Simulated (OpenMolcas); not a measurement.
Fe2+: ligand-field states by method

Fe2+ with its 6 nearest fluoride ions at 2.068 Å, on the Zn site of KZnF3 (a = 4.054 Å, distance in the model lattice 2.027 Å). The rest of the host is ab initio model potentials to 7.6 Å, with orthogonalisation functions on the cations behind the ligands, and point charges beyond; the distance is set by hand and nothing relaxes. Ligand basis ANO-RCC-VDZP.

```json
{
 "Program": "OpenMolcas 26.06",
 "Basis": "ANO-RCC-VDZP [5s4p2d1f]",
 "Scalar Hamiltonian": "DKH2, point nucleus",
 "Active space": "6 electrons in 5 orbitals (3d)",
 "State averaging": "2S+1 = 5 even, 5 roots; 2S+1 = 3 even, 45 roots; 2S+1 = 1 even, 50 roots",
 "Spin-orbit coupling": "state interaction with AMFI integrals over the reference wave functions"
}
```

I. CASSCF
II. SS-CASPT2, IPEA 0.25 Eh, imaginary shift 0.1 Eh (closed shells correlated: 3s 3p and the ligand valence shells)

Spin-free states (labels of O, the rotations of Oh) in cm-1, each column counted from its own energy of the first state listed:

```tsv
State	Degeneracy	I	II
5T2	3	0	0
5E	2	8195	9800
3T1	3	16918	14230
3T2	3	20193	16810
1A1	1	21131	17500
3T1	3	23055	20970
3T2	3	25660	22360
3E	2	25953	23690
3T1	3	26665	23210
1T1	3	26807	23510
3T2	3	30669	27210
3A2	1	30769	27400
3T1	3	31652	30430
1T2	3	32069	28500
3E	2	32536	31010
1E	2	34475	30940
3A1	1	35321	33620
1A1	1	35490	31070
1T2	3	37171	33090
3T2	3	37722	33430
```

From I to II, I's first state of the same spin (5E) moves from 8195 to 9800 cm-1, by about +1600 cm-1.

From I to II, I's first state of another spin (3T1) moves from 16918 to 14230 cm-1, by about -2700 cm-1.

χT at 300 K: I 4.09, II 4.07 cm3 K/mol.

Roots that are degenerate in the reference are averaged as groups; the widest CASPT2 spread within a group is 150 cm-1 (the 2-fold group of multiplicity 1 near 30900 cm-1 above the lowest state of its run, II). Shifts and gaps below about the spread of the groups concerned are not significant. Over all roots computed the reference weight is 0.73 to 0.74 in II; a low but even weight reflects the number of correlated electrons. An orbital triplet at a regular site is open to Jahn-Teller coupling, which can distort the site and quench the lowest spin-orbit gaps and is left out. Ligand-to-metal charge-transfer states are missing. Without dynamic correlation the repulsion within the d shell is too large (B by tens of per cent), so at a given field states of lower spin stand too high (holds for I). With no ligand orbital active B as a rule stays too high, so bands that hang on it stand too high and its fall with covalency is understated (holds for I). With metal d orbitals alone and no dynamic correlation 10Dq can be off by a tenth to a fifth, either way, in oxide and fluoride hosts (holds for I). A single d shell leaves out the double-shell effect, which counts most for late 3d ions, where the CASPT2 field can be off either way by tens of per cent (holds for II). These CASPT2 states fit no ligand-field parameters well, so their order and spin gaps are uncertain (holds for II). For late 3d ions with one d shell CASPT2 can put B and the spin-flip bands somewhat low as well as high (holds for II). With one d shell and no ligand orbital active, 10Dq can be off by tens of per cent for divalent 3d ions, low with halides held by bare charges and at times high in hosts (holds for II). Free-ion shares, where given, are those of the reference states; single-state CASPT2 does not remix them (holds for II). No measured value stands beside these numbers; the geometry was set by hand and not optimised.
